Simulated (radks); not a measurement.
Se+, configuration [Ar] 3d10 4s2 4p2 6s1 (not the ground configuration). Method: Dirac Kohn-Sham, PBE, spin-unpolarised, spherical densities, point nucleus; open shells are shared between the two j in proportion to 2j + 1; computed with a radial shooting solver on a logarithmic mesh with Libxc functionals.

Normalised radial functions P(r) = r R(r) (large component), r in bohr:

```
   r/bohr * 3d3/2 (the largest magnitude, 1.25, reaches the edge; | marks zero)
 0.003213 *
 0.004389 *
 0.005997 *
 0.008192 *
  0.01119 *
  0.01529 *
  0.02089 *
  0.02854 *
  0.03899 |*
  0.05326 | *
  0.07276 |    *
  0.09861 |        *
   0.1347 |                *
    0.184 |                           *
   0.2514 |                                        *
   0.3435 |                                                  *
   0.4693 |                                                      *
   0.6411 |                                                *
   0.8758 |                                  *
    1.197 |                   *
    1.635 |        *
    2.233 |  *
    3.051 *
    4.135 *
    5.649 *
    7.717 *
    10.54 *
     14.4 *
    19.68 *
    26.88 *
```

3d3/2: eigenvalue -72.629 eV, 0 radial nodes, <r> = 0.626 bohr, 90 % of the charge inside 1.04 bohr.
